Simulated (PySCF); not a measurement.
C2H5BF2O, SMILES OCB(F)CF.

The structure is a stationary point at PBE-D3(BJ)/def2-SVP. This is a generated structure with no PubChem entry under its InChIKey; it may be hypothetical. Other conformers were not sampled.

Calculation: PBE-D3(BJ)/def2-SVP (PySCF).

Frequencies are harmonic and unscaled.

| mode | ν (cm⁻¹) | IR (km/mol) | moving atoms (share of kinetic energy) |
|---|---|---|---|
| 1 | 92 | 5.4 | H 38 %, C 29 %, F 20 %, O 11 % |
| 2 | 101 | 1.2 | H 38 %, C 28 %, F 20 %, O 14 % |
| 3 | 127 | 1.7 | F 50 %, O 25 %, H 11 % |
| 4 | 184 | 93.0 | H 78 %, F 12 % |
| 5 | 228 | 20.7 | F 38 %, O 36 %, H 16 %, C 9 % |
| 6 | 315 | 0.3 | H 49 %, B 40 %, F 9 % |
| 7 | 412 | 1.2 | F 69 %, C 18 % |
| 8 | 517 | 7.1 | C 46 %, H 16 %, O 16 %, F 12 %, B 10 % |
| 9 | 587 | 3.2 | H 66 %, C 31 % |
| 10 | 706 | 8.3 | C 50 %, F 27 %, H 20 % |
| 11 | 889 | 18.7 | B 39 %, H 31 %, C 28 % |
| 12 | 1036 | 144.3 | C 44 %, F 22 %, B 21 %, O 9 % |
| 13 | 1063 | 85.3 | C 36 %, O 32 %, H 19 %, F 11 % |
| 14 | 1108 | 13.7 | H 60 %, B 23 %, C 8 % |
| 15 | 1167 | 14.5 | H 83 %, C 9 % |
| 16 | 1196 | 2.5 | H 91 % |
| 17 | 1224 | 51.6 | H 55 %, B 21 %, C 15 %, F 9 % |
| 18 | 1291 | 102.2 | H 52 %, C 20 %, B 20 % |
| 19 | 1338 | 82.1 | H 67 %, C 20 %, B 10 % |
| 20 | 1358 | 48.2 | H 43 %, B 32 %, C 18 % |
| 21 | 1379 | 3.8 | H 81 %, C 11 % |
| 22 | 1396 | 37.5 | H 71 %, C 13 %, B 12 % |
| 23 | 2828 | 42.2 | H 93 % |
| 24 | 2924 | 18.9 | H 95 % |
| 25 | 2966 | 8.1 | H 91 %, C 9 % |
| 26 | 2967 | 18.7 | H 92 % |
| 27 | 3704 | 27.1 | H 94 % |
